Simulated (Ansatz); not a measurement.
CH₅NSSi (`N[SiH]1CS1`). The species carries charge 0 and has multiplicity 1.

Z-matrix (Å, degrees):
```
Si
C 1 1.828
S 1 2.089 2 57.0
N 1 1.699 2 121.7 3 112.3
H 1 1.476 2 120.3 3 -106.4
H 2 1.087 1 120.1 3 -104.3
H 2 1.086 1 121.4 3 104.2
H 4 1.007 1 119.8 2 168.7
H 4 1.007 1 121.6 2 -42.0
```

Question: List the harmonic frequencies (cm⁻¹, unscaled) at PBE0-D4/def2-TZVP in Ansatz. (Best estimate.)

Answer: Ansatz gave: 128, 231, 276, 378, 508, 565, 626, 719, 756, 802, 899, 943, 963, 1025, 1422, 1576, 2272, 3119, 3199, 3611, 3709.

Question: Is this a minimum?

Answer: Yes, all 21 modes are real.

Question: Give the ideal-gas thermochemistry at 298.15 K and 1 bar (rigid rotor, harmonic oscillator; point group C1, symmetry number 1).

Answer: Zero-point energy 165.8 kJ/mol; H(298) − E = 183.6 kJ/mol; entropy 315.4 J/(mol·K), of which translation 165.1, rotation 107.5, vibration 42.7; G(298) − E = 89.5 kJ/mol.
